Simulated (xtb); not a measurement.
C3H7NOSi, SMILES C1=CO[SiH2]NC1. All values are semi-empirical tight-binding results from xtb (GFN2-xTB unless named), good for trends rather than for accurate numbers. Coordinates come from a GFN2-xTB optimisation. This is a generated structure with no PubChem entry under its InChIKey; it may be hypothetical. Other conformers were not sampled.

Optimised geometry:

```xyz
13

C      1.3240    -1.0045    -0.1608
C      1.5490     0.2508     0.1945
O      0.6178     1.2140     0.3247
Si    -0.9828     0.9421     0.1141
N     -1.1180    -0.7613    -0.0254
C     -0.0186    -1.5874    -0.4825
H      2.1571    -1.6838    -0.2436
H      2.5462     0.6114     0.4162
H     -1.3505     1.7220    -1.0715
H     -1.6534     1.3500     1.3419
H     -2.0111    -1.1927    -0.1958
H     -0.0748    -1.7617    -1.5719
H     -0.0965    -2.5714     0.0011
```

**Question.** Estimate the properties. (The exact figures need the calculation; the answer reports its results.)

**Answer.** 
| Quantity | Result |
|---|---|
| orbital gap | 4.64 eV |
| dipole moment | 1.83 D |
| zero-point energy | 60.3 kcal/mol |
| G − E(el) at 298.15 K (modified RRHO) | 41.2 kcal/mol |
| static polarisability (D4 model) | 75.6 bohr³ |
| solvation energy, GFN2-xTB/ALPB(water) | -0.8 kcal/mol |
| solvation energy, GFN2-xTB/ALPB(ch2cl2) | -3.9 kcal/mol |

**Question.** Give the atomic charges and the Wiberg bond orders between heavy atoms. (Estimate from the structure and the level; the computed values follow.)

**Answer.** charges (e) C1 -0.09, C2 0.10, O3 -0.34, Si4 0.54, N5 -0.33, C6 0.03, H7 0.04, H8 0.03, H9 -0.08, H10 -0.09, H11 0.14, H12 0.02, H13 0.03. Bond orders C1–C2 1.85, C2–O3 1.08, O3–Si4 1.03, Si4–N5 1.14, C1–C6 1.03, N5–C6 1.02.
